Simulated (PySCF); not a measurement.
CH₅MoNO₂S, SMILES C[N]=[Mo](=[O])([OH])[SH], multiplicity 1. Atoms are numbered in the order given.

```xyz
11

Mo     0.0668     0.3234     0.0742
O      1.5593     0.6228     0.8101
N      0.3102    -0.6151    -1.3632
C      1.1674    -1.3356    -2.2461
H      1.0598    -0.9594    -3.2783
H      2.2277    -1.2592    -1.9439
H      0.8797    -2.4017    -2.2483
O     -0.8417     1.9341    -0.3193
H     -1.2980     2.1249    -1.1497
S     -1.2191    -1.1728     1.3793
H     -1.0841    -0.4598     2.5266
```

Geometry: B3LYP-D3(BJ)/def2-SVP. The spin state was assumed, not searched. The def2 effective core potentials stand for the cores of Mo; spin–orbit coupling is left out. The values are those of a single conformer.

Vertical ionisation energy (IE) and electron affinity (EA) in eV. Rows of orbital energies are one-electron estimates. Where ΔSCF, EOM or ADC give a negative EA the extra electron is unbound and the value depends on the basis.

```tsv
level	IE	EA
−ε(HOMO), −ε(LUMO), M06-2X/def2-TZVP (PySCF)	8.75	1.19
−ε(HOMO), −ε(LUMO), PBE/def2-TZVP (PySCF)	…	…
```

Complete the blanks. (The exact figures need the calculation; the answer reports its results.)


- −ε(HOMO), −ε(LUMO), PBE/def2-TZVP (PySCF), IE: 6.35
- −ε(HOMO), −ε(LUMO), PBE/def2-TZVP (PySCF), EA: 2.71
